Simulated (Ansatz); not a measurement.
Basis-set extrapolation for C₄H₆F₄, SMILES `FC(F)CCC(F)F` (PBE0-D4/def2-TZVP geometry, frozen core, Ansatz 0.2.0). Multiplicity 1, RHF reference.

```csv
,def2-TZVPP,def2-QZVPP
HF,-552.970454,-552.994374
MP2 correlation,-1.662368,-1.803008
CCSD(T) correlation,-1.754449,not run
```

Energies in hartree. Use E(X) = E(∞) + A·exp(−7.88·√X) for Hartree–Fock and E(X) = E(∞) + B·X^(−2.97) for correlation, with X = 3 and 4, and add CCSD(T) minus MP2 of the smaller set to the MP2 limit.

Task: What is the CCSD(T) energy at the basis-set limit?

Result: HF limit: -552.994374 + (-0.023920) × 0.13774 = -552.99767. MP2 limit: -1.803008 + (-0.140640) × 0.74074 = -1.90719. Higher-order term: -1.754449 − (-1.662368) = -0.09208. Total: -554.99694 hartree, 7.40 eV below CCSD(T)/def2-TZVPP.
